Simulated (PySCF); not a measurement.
# A ladder of Hamiltonians for Tl⁶³⁺ (thallium, charge +63)

Occupied: 1s1/2, 2s1/2, 2p1/2, 2p3/2, 3s1/2, 3p1/2, 3p3/2. Hartree-Fock calculated with PySCF 2.14 in an even-tempered Gaussian basis (19 s from 9.1 bohr⁻², ratio 2.3; 17 p from 11 bohr⁻², ratio 2.3), Gaussian nucleus throughout. NR is non-relativistic, sf-X2C the spin-free one-electron X2C Hamiltonian, X2C adds the bare one-electron spin-orbit term, X2C-SNSO screens it by Boettger's factors, DC is four-component Dirac-Coulomb, and the Gaunt and Breit terms are added at first order (total energies over the DC spinors, levels after relaxing the spinors in that mean field). QED terms are absent. Levels marked empty are virtual spinors of this ion; the basis has s and p functions only, so 3d, which can lie below the n = 4 levels, is absent.

| level (eV) | NR | sf-X2C | X2C | X2C-SNSO |
| --- | --- | --- | --- | --- |
| 1s1/2 | -82464.8 | -90991.7 | -90956.4 | -90958.3 |
| 2s1/2 | -17880.9 | -20294.9 | -20284.5 | -20285.1 |
| 2p1/2 | -17414.8 | -18163.6 | -19729.6 | -19682.1 |
| 2p3/2 | -17414.8 | -18163.6 | -17562.7 | -17576.7 |
| 3s1/2 | -7217.6 | -7950.4 | -7947.3 | -7947.5 |
| 3p1/2 | -7016.6 | -7307.6 | -7711.8 | -7699.7 |
| 3p3/2 | -7016.6 | -7307.6 | -7148.9 | -7152.6 |
| 4s1/2 (empty) | -3773.6 | -4066.8 | -4066.0 | -4066.1 |
| 4p1/2 (empty) | -3694.3 | -3823.7 | -3974.8 | -3970.3 |
| 4p3/2 (empty) | -3694.3 | -3823.7 | -3764.1 | -3765.4 |

Question: Where do the four-component calculations put these levels?

Answer: 1s1/2: DC -91080.5, DC+Gaunt -90739.7, DC+Breit -90765.1; 2s1/2: DC -20303.3, DC+Gaunt -20263.8, DC+Breit -20267.0; 2p1/2: DC -19694.5, DC+Gaunt -19630.6, DC+Breit -19636.5; 2p3/2: DC -17590.2, DC+Gaunt -17548.5, DC+Breit -17554.4; 3s1/2: DC -7952.0, DC+Gaunt -7942.4, DC+Breit -7943.5; 3p1/2: DC -7703.0, DC+Gaunt -7687.2, DC+Breit -7689.1; 3p3/2: DC -7155.7, DC+Gaunt -7145.1, DC+Breit -7147.0; 4s1/2 (empty): DC -4067.7, DC+Gaunt -4063.9, DC+Breit -4064.4; 4p1/2 (empty): DC -3971.5, DC+Gaunt -3965.5, DC+Breit -3966.4; 4p3/2 (empty): DC -3766.5, DC+Gaunt -3762.5, DC+Breit -3763.3 (eV).

| Hamiltonian | E (hartree) | E − E(DC) (hartree) | CPU seconds |
| --- | --- | --- | --- |
| NR | -14636.6829 | 1265.8265 | 0.65 |
| sf-X2C | -15860.2274 | 42.2820 | 0.5 |
| X2C | -15895.8382 | 6.6711 | 0.5 |
| X2C-SNSO | -15893.9327 | 8.5766 | 0.49 |
| DC | -15902.5094 | 0.0000 | 22 |
| DC+Gaunt | -15879.8442 | 22.6652 | 37 |
| DC+Breit | -15882.0225 | 20.4869 | 110 |

Weight of the small component: 1s1/2 0.0952, 2s1/2 0.0223, 2p1/2 0.0223, 2p3/2 0.0198, 3s1/2 0.00849, 3p1/2 0.00838, 3p3/2 0.00772, 4s1/2 0.00418, 4p1/2 0.00414, 4p3/2 0.00388.

Koopmans' value for the highest occupied level at DC+Breit: 7147.0 eV, against an ionisation energy of 7146 ± 19 eV (theoretical estimate listed by NIST; NIST Atomic Spectra Database, ionization energies); the former lacks relaxation, correlation, QED and recoil.

The whole ladder took 170 s of wall time on 1 thread of Neoverse-V1 (shared host), launched as `OMP_NUM_THREADS=1 python relrun2.py TASK.json OUT` (a driver that calls PySCF for each Hamiltonian).

Dirac-Coulomb iterations, started from the X2C spinors:

```
with_ssss True, with_gaunt False, with_breit False
light speed = 137.03599967994
init E= -15777.2596255426
cycle= 1 E= -15902.5049465474  delta_E= -125  |g|= 4.57  |ddm|= 0.229
cycle= 2 E= -15902.5093509309  delta_E= -0.0044  |g|= 0.0712  |ddm|= 0.0171
cycle= 3 E= -15902.5093569924  delta_E= -6.06e-06  |g|= 0.00239  |ddm|= 0.000966
cycle= 4 E= -15902.5093570001  delta_E= -7.68e-09  |g|= 1.32e-05  |ddm|= 3.12e-05
```
